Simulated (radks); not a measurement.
Species: Gd3+. Configuration: [Xe] 4f7 (the NIST ground configuration).

Calculated with a radial shooting solver on a logarithmic mesh with Libxc functionals: scalar-relativistic Kohn-Sham, OLYP, spin-polarised, spherical densities, point nucleus; open shells are filled with parallel spins first (spin-orbit coupling, left out, can overturn this in heavy ions).

Energy parts (hartree):
part                       energy
total                 -11274.2277
kinetic                12107.2048
electron-nucleus      -27446.8904
Hartree                 4318.1069
exchange-correlation    -252.6490

Orbitals (lengths in bohr, moments of r in powers of bohr):
| orbital | occ. | eigenvalue (hartree) | <r^2> |
|---|---|---|---|
| 1s up | 1 | -1842.052 | 0.0006549 |
| 1s down | 1 | -1842.052 | 0.0006549 |
| 2s up | 1 | -305.0938 | 0.01027 |
| 2s down | 1 | -305.0909 | 0.01027 |
| 2p up | 3 | -271.6224 | 0.008281 |
| 2p down | 3 | -271.6204 | 0.008281 |
| 3s up | 1 | -68.40093 | 0.06827 |
| 3s down | 1 | -68.29384 | 0.06812 |
| 3p up | 3 | -58.03305 | 0.06846 |
| 3p down | 3 | -57.92598 | 0.06828 |
| 3d up | 5 | -44.35822 | 0.05749 |
| 3d down | 5 | -44.27647 | 0.05728 |
| 4s up | 1 | -14.59436 | 0.3448 |
| 4s down | 1 | -14.35536 | 0.3448 |
| 4p up | 3 | -11.17616 | 0.3893 |
| 4p down | 3 | -10.93870 | 0.3893 |
| 4d up | 5 | -6.45237 | 0.4680 |
| 4d down | 5 | -6.21452 | 0.4698 |
| 5s up | 1 | -2.79970 | 1.928 |
| 5s down | 1 | -2.67325 | 2.008 |
| 5p up | 3 | -1.94407 | 2.574 |
| 5p down | 3 | -1.85412 | 2.709 |
| 4f up | 7 | -1.32884 | 0.8914 |
| 4f down | 0 | -1.11237 | 1.018 |

The highest occupied level is 4f up at -36.160 eV. Spin moment in Bohr magnetons: 7.

Run on one thread of a shared host, so times are rough (Arm Neoverse N1): 0.36 s of CPU time, 0.36 s wall, 15 iterations on 2501 mesh points.
